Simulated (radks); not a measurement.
The hafnium ion Hf+, configuration [Xe] 4f14 5d1 6s2. Calculated with a radial shooting solver on a logarithmic mesh with Libxc functionals: Dirac Kohn-Sham, PBE, spin-unpolarised, spherical densities, finite nucleus; open shells fill j = l - 1/2 first; Fermi nuclear charge, rms radius 5.347 fm.

Radial electron density D(r) = 4 pi r^2 rho(r):

r (bohr)  D(r) (e/bohr)
0.0011            8.048
0.00128           10.16
0.001491          12.77
0.001735          15.97
0.00202           19.86
0.002352          24.52
0.002738          30.04
0.003187          36.47
0.003711          43.80
0.00432           51.97
0.005029          60.80
0.005854          69.97
0.006815          79.02
0.007934          87.36
0.009237          94.29
0.01075           99.10
0.01252           101.3
0.01457           100.7
0.01697           97.73
0.01975           93.66
0.02299           90.33
0.02677           89.87
0.03116           93.97
0.03628           102.9
0.04223           114.7
0.04916           125.5
0.05724           130.7
0.06663           127.5
0.07757           117.3
0.0903            105.8
0.1051            100.6
0.1224            105.1
0.1425            114.7
0.1659            119.0
0.1931            109.5
0.2248            88.34
0.2617            67.58
0.3047            59.01
0.3547            63.25
0.4129            69.91
0.4807            68.36
0.5596            56.87
0.6514            41.56
0.7584            28.94
0.8829            21.10
1.028             16.42
1.197             12.70
1.393             9.068
1.622             5.848
1.888             3.545
2.198             2.222
2.559             1.552
2.979             1.149
3.467            0.7974
4.037            0.4727
4.699            0.2292
5.471           0.08848
6.369           0.02616
7.414          0.005656
8.632         0.0008578

D(r) has 4 maxima, at r = 0.0130, 0.0586, 0.162, 0.437 bohr, and minima at 0.0253, 0.106, 0.310 bohr, inside which lie 2.02, 11.16, 29.88 electrons.
